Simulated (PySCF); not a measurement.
Compound: Si8H8 cubane, Si8H8.
Bonds: Si1–Si3, Si1–Si7, Si1–Si11, Si3–Si5, Si3–Si13, Si5–Si7, Si5–Si15, Si7–Si9, Si9–Si11, Si9–Si15, Si11–Si13, Si13–Si15. Hydrogens: H2 on Si1; H4 on Si3; H6 on Si5; H8 on Si7; H10 on Si9; H12 on Si11; H14 on Si13; H16 on Si15.

Computed, not measured: PBE0-D3(BJ)/def2-SVP geometry optimisation, gas phase (PySCF).

(1) What internal coordinates does the optimisation give?

## Answers

(1) 
```
                     bond  length (Å)
  Si1–H2 and 7 like bonds       1.496
Si1–Si3 and 11 like bonds       2.389
```

Bonds in one row agree within 0.01 Å and their mean is given. A selection of angles:
```
      angle  degrees
Si3–Si1–Si7     90.1
```

Torsions: Si7–Si1–Si3–Si5 0° (synperiplanar); Si3–Si1–Si7–Si5 0° (synperiplanar); Si3–Si1–Si11–Si9 -90°; Si1–Si3–Si5–Si7 0° (synperiplanar); Si1–Si3–Si13–Si11 0° (synperiplanar); Si3–Si5–Si7–Si1 0° (synperiplanar); Si3–Si5–Si15–Si9 90°; Si1–Si7–Si9–Si11 0° (synperiplanar); Si7–Si9–Si11–Si1 0° (synperiplanar); Si7–Si9–Si15–Si5 0° (synperiplanar); Si1–Si11–Si13–Si3 0° (synperiplanar); Si3–Si13–Si15–Si5 0° (synperiplanar).

All 12 Si–Si bonds measure 2.388 to 2.390 Å. Si1 (silicon bonded to 3 Si and H) has angles from 90.0° to 125.4°.

Point group: Oh (tolerance 0.08 Å). No PBE0-D3(BJ)/def2-SVP frequencies stand behind this structure, so it isn't proved a minimum. One conformer, not necessarily the lowest.

The run took 4.2 min wall on one thread, Arm Neoverse V2 (aarch64) (shared host), and the process peaked at 0.97 GiB of memory. This is the geometry optimisation.
